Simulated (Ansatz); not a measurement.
The same redistribution along the group Sc, Y.

Computed with Ansatz on PBE0-D4/def2-TZVP structures; ΔE is electronic, products minus reactants. CBS: MP2 limit from def2 TZ/QZ plus the TZ coupled-cluster correction, frozen cores. DFT in def2-TZVPP. def2 core potentials past Kr. For Sc, Y outer-core shells are correlated without core-valence functions, which leaves a few kJ/mol of doubt a bond. Scalar relativity is left out up to krypton. One conformer a species, not always the lowest.

```
                                                                                             reaction  CCSD(T)/CBS(def2) (kJ/mol)
`[CH3][Sc]([NH2])[NH2]` + `[BH2][Al]([CH3])[NH2]` → `[CH3][Sc]([CH3])[NH2]` + `[BH2][Al]([NH2])[NH2]`                          33
  `[CH3][Y]([NH2])[NH2]` + `[BH2][Al]([CH3])[NH2]` → `[CH3][Y]([CH3])[NH2]` + `[BH2][Al]([NH2])[NH2]`                           ?
```

Task: Fill in the missing values. (Estimate.)

Result: Computed: `[CH3][Y]([NH2])[NH2]` + `[BH2][Al]([CH3])[NH2]` → `[CH3][Y]([CH3])[NH2]` + `[BH2][Al]([NH2])[NH2]`: +35.1 kJ/mol.

Largest T1 diagnostic: 0.014, for `[CH3][Sc]([NH2])[NH2]`.
